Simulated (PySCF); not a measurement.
**Partial charges of methyldichlorosilane**

Species: methyldichlorosilane, CH4Cl2Si.
Geometry (PBE0-D3(BJ)/def2-TZVP, Å), atoms numbered from 1 in this order:
```xyz
8
CH4Cl2Si angstrom
C     -0.9354    0.1896    0.3661
Si     0.7951   -0.1583   -0.1777
Cl     1.4795    1.3772   -1.3486
Cl     0.8392   -1.8924   -1.2693
H     -0.9604    1.0702    1.0116
H     -1.3334   -0.6646    0.9186
H     -1.5732    0.3735   -0.5007
H      1.7475   -0.3161    0.9403
```

Density: PBE0/pcSseg-2 (PySCF); schemes: Mulliken, IAO, Hirshfeld and ESP-fitted. Isolated species at its PBE0-D3(BJ)/def2-TZVP geometry, gas phase.

Task: What partial charge does each atom carry?

Result: In e:

```tsv
atom	environment	Mulliken	IAO	Hirshfeld	ESP-fitted
C1	Si-methyl carbon	-0.282	-0.767	-0.223	-0.475
Si2	chlorine-bound silicon	+0.722	+0.998	+0.366	+0.396
Cl3	silicon-bound chlorine	-0.270	-0.315	-0.120	-0.165
Cl4	silicon-bound chlorine	-0.271	-0.316	-0.120	-0.164
H5	methyl hydrogen	+0.063	+0.176	+0.057	+0.154
H6	methyl hydrogen	+0.064	+0.177	+0.056	+0.149
H7	methyl hydrogen	+0.068	+0.178	+0.056	+0.150
H8	Si–H hydrogen	-0.092	-0.131	-0.070	-0.044
```

Mean size of the charges over all atoms: IAO 0.382 e, Mulliken 0.229 e, ESP-fitted 0.212 e, Hirshfeld 0.134 e. Each set sums to the total charge, 0, to within 0.001 e. The ESP scheme fits charges at the nuclei, held to the total charge, to the electrostatic potential on points at 1.4 to 2.0 times the van der Waals radii.

Lowest charge. All schemes agree: Mulliken C1 (-0.282); IAO C1 (-0.767); Hirshfeld C1 (-0.223); ESP-fitted C1 (-0.475).

Highest charge. All schemes agree: Mulliken Si2 (+0.722); IAO Si2 (+0.998); Hirshfeld Si2 (+0.366); ESP-fitted Si2 (+0.396).

Task: How closely do the schemes follow one another over all atoms?

Result: Correlation coefficient and root-mean-square difference: IAO with Hirshfeld 0.99, 0.320 e; Mulliken with Hirshfeld 0.98, 0.148 e; IAO with ESP-fitted 0.97, 0.251 e; Mulliken with IAO 0.96, 0.211 e; Hirshfeld with ESP-fitted 0.94, 0.109 e; Mulliken with ESP-fitted 0.87, 0.154 e.

Task: Sum the charges by element, for elements with more than one atom.

Result: 
```
element  atoms  Mulliken     IAO  Hirshfeld  ESP-fitted
     Cl      2    -0.542  -0.631     -0.241      -0.329
      H      4    +0.102  +0.400     +0.098      +0.408
```

The run behind these numbers computed NMR shieldings as well. Hardware: Intel Xeon 6975P-C, one thread, no GPU, on a shared host. Cost: 19 s wall, 0.79 GiB resident at most.
